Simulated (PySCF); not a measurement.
Gas-phase reaction: InCl3 + H2 → InH2Cl + Cl2

Energies from PySCF (xtb for GFN2), thermal terms from the rigid-rotor harmonic-oscillator model, ideal gas at 1 bar. † marks an energy on the PBE0/def2-TZVP geometry and frequencies; other levels use their own. MP2 freezes the core. All species are closed-shell singlets. In: scalar-relativistic def2 core potential, no spin-orbit coupling. InH2Cl: computed as isolated molecules; such fragments, hydroxides, amides, oligomers or adducts are transient or little studied in the gas. MP2 isn't extrapolated to the basis-set limit; its ΔH°(298 K) is 409.4 kJ in def2-SVP and 387.1 kJ in def2-TZVPP. The harmonic model lacks anharmonicity and excited electronic states, which grow with temperature; levels with a mode under 35 cm⁻¹ are left out. Soft modes under 120 cm⁻¹ make the harmonic entropy rough for InCl3.

ΔH° and ΔS° at 298 K: GFN2-xTB 301 kJ, 21 J/K; HF/def2-TZVP† 382 kJ, 28 J/K; MP2/def2-SVP† 409 kJ, 28 J/K; PBE/def2-SVP 352 kJ, 27 J/K; PBE/def2-TZVP† 338 kJ, 28 J/K; PBE0/def2-TZVP 351 kJ, 28 J/K.

**Question.** With the heat capacities included, give log10 K (1 bar) at 600, 800, 1000, 1200, 1400 K from GFN2-xTB, HF/def2-TZVP†, MP2/def2-SVP†, PBE/def2-SVP, PBE/def2-TZVP†, PBE0/def2-TZVP.

**Answer.** 
```
T (K)  GFN2-xTB  HF/def2-TZVP†  MP2/def2-SVP†  PBE/def2-SVP  PBE/def2-TZVP†  PBE0/def2-TZVP
-----  --------  -------------  -------------  ------------  --------------  --------------
600       -25.2          -32.0          -34.3         -29.4           -28.1           -29.3
800       -18.8          -23.8          -25.5         -21.8           -20.8           -21.7
1000      -14.9          -18.8          -20.2         -17.3           -16.5           -17.2
1200      -12.3          -15.5          -16.7         -14.2           -13.6           -14.2
1400      -10.4          -13.2          -14.2         -12.1           -11.5           -12.0
```
